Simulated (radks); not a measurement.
Task: Successive ionisation energies (eV) of one element, from differences of total energies of ions in their ground configurations, starting at charge 11: 262.62, 287.01, 311.81, 343.84, 369.75, 432.09, 458.92, 810.62, 873.20, 937.38, 1003.2. Calculated with a radial shooting solver on a logarithmic mesh with Libxc functionals: Dirac Kohn-Sham, PBEsol, spin-unpolarised, spherical densities, finite nucleus; open shells fill j = l - 1/2 first; Fermi nuclear charge, rms radius 4.5318 fm. Which element is it?

Result: Palladium (Z = 46). The first species listed is Pd11+ in [Ar] 3d10 4s2 4p5, the last Pd21+ in [Ar] 3d7.
